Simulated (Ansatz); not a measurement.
Job for Ansatz (a program for electronic structure): U-CCSD(T)/def2-SVP on H (SMILES [H]).

Ansatz 0.2 input:
```yaml
crystal:
  periodic: [false, false, false]
  atoms:
    - {symbol: H, position_ang: [0.00000000, 0.00000000, 0.00000000]}
basis:
  gaussian:
    orbitals: def2-SVP
magnetization: {spin_polarized: true, initial_magnetization: 1}
correlation: {method: ccsd_t, electrons: outside_noble_gas}
scf: {omitted_lower_state_checks: [cluster_reference]}
```

**Question.** Predict the final total energy.

**Answer.** -0.4993 hartree (reference determinant -0.4993, T1 diagnostic 0.000).
